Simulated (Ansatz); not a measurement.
FHO (SMILES OF) at its CCSD(T)/cc-pVTZ minimum, average atomic masses, point group Cs.
(charge 0, multiplicity 1):
```csv
atom,x (Å),y (Å),z (Å)
O,-0.6459,0.3918,0.0000
F,0.6089,-0.3096,0.0000
H,-1.2253,-0.3832,0.0000
```

Frozen-core correlation.

Codes used: Ansatz (Gaussian basis) for Hartree–Fock, density functionals and correlated methods. Values without a source in brackets are computed.

Harmonic frequencies (cm⁻¹): 925 1397 3780.

Task: Work out the rotational constants, the zero-point energy, and the ideal-gas entropy and heat capacity at 298.15 K and 1 bar (rigid rotor, harmonic oscillator).

Result: 
Principal moments 0.861, 18.797, 19.658 u Å² give 16.8576/I = 19.59, 0.8968, 0.8576 cm⁻¹. Zero point: Σω/2 = 3051 cm⁻¹ = 8.72 kcal/mol. Translation R(1.5 ln M + 2.5 ln T − 1.1517) with M = 36.005 u: 153.55 J/(mol K). Rotation with σ = 1: q = 1362.3, S = R(ln q + 3/2) = 72.48. Vibration, summed over R(u/(eᵘ − 1) − ln(1 − e⁻ᵘ)) with u = 1.43878ω/T: 0.61, of which the lowest mode gives 0.53. S° = 226.6 J/(mol K); C_p = 4R + 2.40 = 35.66 J/(mol K).

Doubts at one or more of the structures used: a restricted determinant that unrestricted orbitals would lower (CCSD(T)/cc-pVTZ).

Ansatz is an electronic-structure program.
